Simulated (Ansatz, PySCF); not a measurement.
Gas-phase reaction (SMILES): CO[Si](C)(OC)OC + N (NH3) -> CO[Si](N)(OC)OC + C (CH4); ammonia cleaves one Si-C bond, a model of a ligand-exchange step.

Geometries: B3LYP-D3(BJ)/def2-TZVP minima from Ansatz (an electronic-structure program), one conformer each, not searched for the lowest. Cores are frozen in the correlated levels unless marked. No spin-orbit coupling. No relativistic terms. Basis-set limits of correlation are two-point, X^-3; Hartree-Fock from the larger set. [CCSD(T)-MP2]/basis is that difference in the basis named. Thermal terms are rigid-rotor harmonic-oscillator values from B3LYP-D3(BJ) frequencies (Ansatz or PySCF) at 298.15 K and 1 atm. 1 Eh = 627.5095 kcal/mol.

| species | E, RI-MP2/CBS(cc-pV(T+d)Z,cc-pV(Q+d)Z)+[CCSD(T)-MP2]/cc-pV(T+d)Z (Ansatz) (Eh) | E, r2SCAN-D4/def2-TZVPD (Ansatz + dftd4) (Eh) | H - E (Eh) |
|---|---|---|---|
| CO[Si](C)(OC)OC | -674.15692 | -674.88201 | 0.17864 |
| N (NH3) | -56.50668 | -56.54744 | 0.03799 |
| CO[Si](N)(OC)OC | -690.23005 | -690.95733 | 0.16809 |
| C (CH4) | -40.46125 | -40.49957 | 0.04840 |

Question: Work out ΔE and ΔH at 298.15 K at the first level, then ΔH at the second.

Answer: 
1. ΔE = [(-690.23005) + (-40.46125)] - [(-674.15692) + (-56.50668)] = -0.02770 Eh = -17.4 kcal/mol at RI-MP2/CBS(cc-pV(T+d)Z,cc-pV(Q+d)Z)+[CCSD(T)-MP2]/cc-pV(T+d)Z.
2. The terms H - E add up to -0.00014 Eh, so ΔH = (-0.02770 + (-0.00014))×627.5095 = -17.5 kcal/mol.
3. At r2SCAN-D4/def2-TZVPD the same steps give ΔE = -17.2 and ΔH = -17.3 kcal/mol, a shift of +0.2 from the first level.
4. These values are not checked against measurement here, since the tables used lack a sound gas-phase enthalpy of formation for at least one species.
